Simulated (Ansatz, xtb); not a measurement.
Relative energy of two isomers of C5H8O2S

We compare X, `C=C(O)C(=S)[C@@H](C)O`, a singlet, with Y, `CC(=O)C(S)C(C)=O`, a singlet. Both are isolated molecules in the gas phase, relaxed with r2SCAN-D4/def2-SVP; each stands in its lowest conformer found.

Quicker runs give these differences E(Y) − E(X): GFN2-xTB −16.1 kcal/mol; HF/STO-3G −36.0 kcal/mol (at GFN2-xTB geometries); r2SCAN-D4/def2-SVP//GFN2-xTB −17.6 kcal/mol.

Problem. Estimate E(Y) − E(X) at the level CCSD(T)/def2-SVP + ΔMP2/def2-TZVPP.

Solution. Calculated at CCSD(T)/def2-SVP + ΔMP2/def2-TZVPP: E(Y) − E(X) = −15.2 kcal/mol, so structure Y lies lower.

Level by level:

| level | geometry | E(Y) − E(X) (kcal/mol) | departure from the last row (kcal/mol) | job, with rough time for the two |
| --- | --- | --- | --- | --- |
| GFN2-xTB | GFN2-xTB | −16.1 | −0.9 | optimisation, 1.6 s |
| HF/STO-3G | GFN2-xTB | −36.0 | −20.9 | single point, 2.3 s |
| r2SCAN-D4/def2-SVP//GFN2-xTB | GFN2-xTB | −17.6 | −2.5 | single point, 13 s |
| r2SCAN-D4/def2-SVP | r2SCAN-D4/def2-SVP | −18.0 | −2.8 | optimisation, 3.5 min |
| HF/def2-SVP | r2SCAN-D4/def2-SVP | −27.2 | −12.0 | part of the CCSD(T) run |
| MP2/def2-SVP | r2SCAN-D4/def2-SVP | −22.4 | −7.2 | part of the CCSD(T) run |
| CCSD(T)/def2-SVP | r2SCAN-D4/def2-SVP | −22.4 | −7.2 | single point |
| CCSD(T)/def2-SVP + ΔMP2/def2-TZVPP | r2SCAN-D4/def2-SVP | −15.2 |  | single point, 6.5 min |

As drawn, Y has 1 C–C, 2 C=O, 1 C–S, 1 C–H, 1 S–H in place of 1 C=C, 2 C–O, 1 C=S, 2 O–H.

None of the levels shown reverses the order. The largest departure from CCSD(T)/def2-SVP + ΔMP2/def2-TZVPP is that of HF/STO-3G, 20.9 kcal/mol. The last row adds to CCSD(T) the change of the MP2 difference between the two basis sets, here +7.2 kcal/mol, a large step that makes the value less sure.

With thermal terms from frequencies at re-optimised GFN2-xTB minima (ideal gas, soft modes damped towards free rotors, one conformer each, 298.15 K, 1 atm): on the last row, ΔE + ΔZPE = −16.8, ΔH = −16.5, ΔG = −17.5 kcal/mol.

The correlated steps freeze 12 core orbitals. Mirror images aren't counted in ΔG. Programs: Ansatz 0.2.0, xtb 6.7.1; the last row on 2 threads of Intel(R) Xeon(R) Processor @ 2.50GHz (Skylake/Cascade Lake) on a shared host.
